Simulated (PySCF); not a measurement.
C2H9AlGeS, singlet, geometry from GFN2-xTB (such geometries of metal compounds can be far from the true shape). Base run: DF-PBE/def2-SV(P) in PySCF.

PySCF was given this input:
```python
from pyscf import gto, scf, dft

mol = gto.M(
    atom='''
Ge    1.471492   -1.047808    0.164217
S     0.631570    0.975737    0.237425
Al   -1.546362    0.749238   -0.215739
C    -2.475808    2.460385    0.147378
C    -2.116436   -1.038950   -0.873424
H     0.922679   -1.948224    1.241145
H     1.260214   -1.739341   -1.156833
H     2.944614   -0.881489    0.388958
H    -3.206953    2.713473   -0.626075
H    -3.019304    2.454448    1.097709
H    -1.752488    3.283514    0.200832
H    -3.205048   -1.139241   -0.909389
H    -1.734815   -1.853168   -0.242940
H    -1.745586   -1.240611   -1.886244
''',
    basis='def2-sv(p)',
    charge=0,
    spin=0,
    verbose=4,
    max_memory=1800,
)

mf = dft.RKS(mol)
mf.xc = 'pbe'
mf = mf.density_fit(auxbasis='def2-universal-jkfit')
mf.kernel()
```

All variants below ran on the same shared machine, one core each. Differences are taken from the largest basis of the def2 family in the series, which isn't the basis-set limit (def2-TZVPP: -6.043 eV). The cheapest run took roughly 21 core-seconds.

| setting | basis functions | cost, times the cheapest (rough) | difference in HOMO energy (eV) |
|---|---|---|---|
| def2-SV(P) | 114 | 1 | 0.095 |
| def2-SVP | 141 | 2 | 0.102 |
| def2-TZVP | 238 | 4 | 0.000 |
| def2-TZVPP | 320 | 6 | reference |

Times come from a shared machine, hold the start-up and are rough.
